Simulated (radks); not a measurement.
Task: Species: neutral silver. Configuration: [Kr] 4d10 4f1 (not the ground configuration). Calculated with a radial shooting solver on a logarithmic mesh with Libxc functionals: Dirac Kohn-Sham, PBE, spin-unpolarised, spherical densities, point nucleus; open shells are shared between the two j in proportion to 2j + 1. Some entries of the table are withheld. Estimate them.

| orbital | occ. | eigenvalue (hartree) | r(max) (bohr) |
|---|---|---|---|
| 1s1/2 | 2 | (1) | 0.02015 |
| 2s1/2 | 2 | -137.1758 | 0.1141 |
| 2p1/2 | 2 | -127.4892 | 0.08819 |
| 2p3/2 | 4 | -121.0459 | 0.09244 |
| 3s1/2 | 2 | -25.34206 | 0.3328 |
| 3p1/2 | 2 | -21.48944 | 0.3193 |
| 3p3/2 | 4 | -20.35238 | 0.3291 |
| 3d3/2 | 4 | (2) | 0.2722 |
| 3d5/2 | 6 | (3) | 0.2751 |
| 4s1/2 | 2 | -3.73049 | 0.8231 |
| 4p1/2 | 2 | -2.52047 | 0.8606 |
| 4p3/2 | 4 | -2.33403 | 0.8856 |
| 4d3/2 | 4 | (4) | 1.031 |
| 4d5/2 | 6 | (5) | 1.042 |
| 4f5/2 | 0.428571 | -0.01603 | 16.72 |
| 4f7/2 | 0.571429 | -0.01603 | 16.72 |

Result: 
(1) 1s1/2 eigenvalue (hartree): -930.5685
(2) 3d3/2 eigenvalue (hartree): -13.53407
(3) 3d5/2 eigenvalue (hartree): -13.30512
(4) 4d3/2 eigenvalue (hartree): -0.52459
(5) 4d5/2 eigenvalue (hartree): -0.50378
